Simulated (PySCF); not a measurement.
F₃Fe, SMILES [Fe-]([F])([F])[F] (connectivity only; charge and spin as stated), charge -1, multiplicity 5. Geometry: PBE-D3(BJ)/def2-SVPD. The spin state was assumed, not searched.

All values below come from PBE-D3(BJ)/def2-SVPD (PySCF).

Harmonic wavenumbers (cm⁻¹): 133, 133, 149, 489, 537, 537. Rotational constants (GHz): 5.117, 5.117, 2.558; symmetry number 6.

Question: Work out the zero-point energy and the ideal-gas rigid-rotor harmonic-oscillator thermochemistry at 298.15 K and 1 atm.

Answer: ZPE = ½ Σ hcν = ½ × 1977 cm⁻¹ = 2.83 kcal/mol. H − E(el) = 6.84 kcal/mol. Entropy in cal/(mol K): translation 40.08, rotation 22.42, vibration 10.33, spin 3.20, total 76.02. G − E(el) = -15.82 kcal/mol. Cp = 17.31 cal/(mol K). Modes under 150 cm⁻¹ make the vibrational entropy uncertain.
